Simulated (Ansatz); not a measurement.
Cost and result for the atomization energy of F2H6Si2Sn, SMILES `[F][Sn]([F])([SiH3])[SiH3]` (11 atoms, 10 bonds).

Cartesian coordinates in Å:
```
F 0.1487 -1.8251 1.5531
Sn -0.1079 -0.6507 0.0453
F -0.7619 -1.8686 -1.2992
Si 2.2656 -0.0158 -0.7230
Si -2.1336 0.8103 0.6686
H 2.9009 0.8068 0.3368
H 2.1608 0.7711 -1.9772
H 3.0280 -1.2668 -0.9476
H -2.4931 1.6439 -0.5059
H -3.2530 -0.0872 1.0405
H -1.7546 1.6820 1.8086
```

Charge 0, multiplicity 1. Correlated methods include outer-core shells of Sn, which these sets cover unevenly. Sn: def2 effective core potential. All single points use the PBE0-D4/def2-TZVP geometry. Program: Ansatz. All runs use 4 threads of an Arm Neoverse V2 on a shared host. Times are those of one run each, without the atoms' runs, and a repeat can differ threefold. Electronic energies, without spin–orbit coupling; frozen cores. CCSD(T)/CBS adds CCSD(T) − MP2 in def2-TZVPP to the MP2 limit, and its time is that of the two runs behind it. T1 = 0.015. With those shells the extrapolation isn't a true limit. B3LYP takes the VWN-RPA correlation (the form of Gaussian; ORCA's B3LYP/G).

CCSD(T)/CBS is a level of theory with its own doubt, some kJ/mol a heavy atom from the limit and from the frozen cores, so smaller differences don't rank the functionals.

```
                            level  functions  wall time  atomization (kJ/mol)  difference from CCSD(T)/CBS  per bond
             revPBE-D4/def2-TZVPP        280      3.1 s                3177.1                       -108.9     -10.9
  PBE-D4/def2-TZVPP (with forces)        280      3.7 s                3248.5                        -37.5      -3.8
               PBE0-D4/def2-TZVPP        280      5.5 s                3197.2                        -88.8      -8.9
              BHLYP-D4/def2-TZVPP        280      5.5 s                3168.4                       -117.6     -11.8
          CAM-B3LYP-D4/def2-TZVPP        280      6.5 s                3264.5                        -21.5      -2.2
B3LYP-D4/def2-TZVPP (with forces)        280        8 s                3240.9                        -45.1      -4.5
              PBE-QIDH/def2-TZVPP        280      9.5 s                3189.0                        -97.0      -9.7
               ωB97X-V/def2-TZVPP        280       13 s                3294.0                          8.0       0.8
                B97M-V/def2-TZVPP        280       14 s                3286.8                          0.8       0.1
                 CCSD(T)/def2-SVP        120       14 s                3000.8                       -285.2     -28.5
                   MP2/def2-QZVPP        516       32 s                3249.6                        -36.4      -3.6
               CCSD(T)/def2-TZVPP        280    8.5 min                3172.2                       -113.8     -11.4
                CCSD(T)/CBS(def2)          –    9.1 min                3286.0                          0.0       0.0
```

In def2-TZVPP, CCSD(T) changes the Hartree–Fock value by +791.0 kJ/mol (the triples alone add +43.1 kJ/mol) and MP2 by +798.5 kJ/mol; breaking electron pairs costs correlation energy, which Hartree–Fock lacks. From PBE to PBE0 (25 % exact exchange), in def2-TZVPP and without D4, the atomization energy moves by −48.0 kJ/mol: exact exchange takes away binding that semilocal exchange gives to molecules. The D4 term adds +40.1 kJ/mol with B3LYP and +21.4 kJ/mol with PBE0; it sums over pairs of atoms, weighted by their polarisabilities, and B3LYP, whose exchange is more repulsive, gets the larger term.

Spin–orbit coupling would lower the free Sn atoms strongly, and the atomization energy with them, by more than many differences here. For some Ge, Se and Sn compounds the MP2-based and the directly extrapolated limit differ by 10 to 25 kJ/mol.
